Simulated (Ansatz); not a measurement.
Reactions of C₃H₈BF, SMILES `CCB(C)F`.

Program: Ansatz. Geometries: PBE0-D4/def2-TZVP. ΔE: electronic, gas phase. CBS: MP2 limit from def2 TZ/QZ plus the TZ coupled-cluster correction, frozen cores. This one scheme is used for every species. Functionals use def2-TZVPP. Each species was taken in one conformer, which may not be the lowest.

```tsv
reaction	PBE0-D4 (kcal/mol)	B2PLYP (kcal/mol)	ωB97M-V (kcal/mol)
`CCB(C)F` + `SCc1ccccc1` → `CCSCc1ccccc1` + `CBF`	10.5	11.2	10.7
`CCB(C)F` + `C1NCS1` → `CN1CSC1` + `CB(C)F`	0.4	0.2	0.6
`CCB(C)F` + CH₃OH → `COB(C)F` + `CC`	-33.0	-34.8	-33.7
`CCB(C)F` + `FCOC(F)[SiH3]` → `CCB(C)[SiH3]` + `FCOC(F)F`	40.2	44.8	43.9
`CCB(C)F` + `O=CCBCl` → `CB(F)BCl` + `CCCC=O`	19.0	19.3	19.8
```

Task: Give the CCSD(T)/CBS values in the same order. (An estimate is asked.)

Result: The calculation gave: 9.9, 0.6, -33.5, 43.8, 18.5 kcal/mol.

Largest T1 diagnostic: 0.014, for `O=CCBCl`.
